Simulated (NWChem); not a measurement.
# C2H4OSi; SMILES C#C[SiH2]O

```xyz
8

Si    -0.5113     0.6212    -0.0073
O      0.8295     1.6296    -0.0758
C     -0.0219    -1.1558    -0.0228
C      0.3205    -2.3366    -0.0175
H     -1.3121     0.9352    -1.2301
H     -1.3319     0.8408     1.2352
H      1.4932     1.4759     0.6191
H      0.6171    -3.3778    -0.0171
```
Atoms are numbered in this order, from 1.

Structure relaxed at the PBE-D3(BJ)/def2-SVP level.

 Unshifted, non-relativistic core excitations; the lowest 4 roots alone, so stronger bands may lie above.

Task: List the first O K-edge excitations from BHandHLYP/6-311G** (spherical d), restricted-window TDA (NWChem).

Result: 
```csv
state,energy (eV),dipole oscillator strength,leading excitation (squared amplitude)
S1,531.5,0.0171,1s of atom 2 or its equivalents → LUMO (0.68)
S2,533.0,0.0339,1s of atom 2 or its equivalents → LUMO+2 (0.32)
S3,534.0,0.0061,1s of atom 2 or its equivalents → LUMO+1 (0.82)
S4,534.4,0.0094,1s of atom 2 or its equivalents → LUMO+3 (0.64)
```
